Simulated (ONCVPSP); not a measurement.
## Debugging a pseudopotential input (Cl (Z = 17), ONCVPSP 4.0.1)

Command:

```bash
oncvpsp.x < Cl.dat > Cl.out
```

Input:

```
# ATOM AND REFERENCE CONFIGURATION
# atsym  z   nc   nv     iexc    psfile
  Cl 17.00    1    4        4      upf
#
#   n    l    f
    1    0    2.00
    2    0    2.00
    2    1    6.00
    3    0    2.00
    3    1    0.00
#
# PSEUDOPOTENTIAL AND OPTIMIZATION
# lmax
    1
#
#   l,   rc,      ep,       ncon, nbas, qcut
    0    0.65    0.00    3    8   16.10
    1    0.70    0.00    3    8   16.40
#
# LOCAL POTENTIAL
# lloc, lpopt,  rc(5),   dvloc0
    4    5    0.55    2.00
#
# VANDERBILT-KLEINMAN-BYLANDER PROJECTORs
# l, nproj, debl
    0    2    1.10
    1    3    4.00
#
# MODEL CORE CHARGE
# icmod, fcfact, rcfact
    1    0.35    0.00
#
# LOG DERIVATIVE ANALYSIS
# epsh1, epsh2, depsh
  -11.00    5.00    0.04
#
# OUTPUT GRID
# rlmax, drl
    6.00    0.01
#
# TEST CONFIGURATIONS
# ncnf
    4
# nvcnf
#   n    l    f
    4
    2    0    2.00
    2    1    6.00
    3    0    2.00
    3    1    4.00
#
    4
    2    0    2.00
    2    1    6.00
    3    0    2.00
    3    1    3.00
#
    4
    2    0    2.00
    2    1    6.00
    3    0    2.00
    3    1    2.00
#
    4
    2    0    2.00
    2    1    6.00
    3    0    2.00
    3    1    4.50
#
```

This is an input that runs to its end, with one change: occupation of the last valence shell set to 0.00.

**Question.** How does the run end?

**Answer.** The program refuses the input: "test_data: f <= 0.0, reference configuration line 5".

```
ONCVPSP  (Optimized Norm-Conservinng Vanderbilt PSeudopotential)
scalar-relativistic version 4.0.1

test_data: f <= 0.0, reference configuration line   5
ERROR: test_data found   1 ERROR; stopping
```
